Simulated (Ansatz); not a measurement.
Sr2Se. Charge 0, multiplicity 3. Geometry r2SCAN-D4/def2-TZVP; atoms count from 1.

```xyz
3

Sr   -1.4477    0.0128    2.1283
Sr    1.0507   -0.6096   -2.2694
Se    0.3970    0.5968    0.1411
```

In the def2 sets Sr takes a core potential; there is no spin–orbit coupling. At PBE0-D4/def2-TZVP a singlet of charge 0 lies 0.08 eV below the triplet, each at its own geometry. The structure comes from a short search, and lower isomers may exist.

**Question.** Estimate the Mulliken populations from the PBE0/def2-TZVP orbitals of Ansatz.

**Answer.** 
| atom | charge (e) | spin (α − β) |
| --- | --- | --- |
| Sr1 | 0.50 | 0.98 |
| Sr2 | 0.50 | 0.98 |
| Se3 | -1.00 | 0.04 |
Mulliken values depend strongly on the basis.

**Question.** Where does the spin sit?

**Answer.** Summed by element: Sr 1.96, Se 0.04, of 2 unpaired in all. Largest on single atoms: Sr1 0.98, Sr2 0.98, Se3 0.04.

**Question.** And the Mayer bond orders between heavy atoms (over 0.3)?

**Answer.** Sr1–Se3 0.87 (2.77 Å); Sr2–Se3 0.87 (2.77 Å).
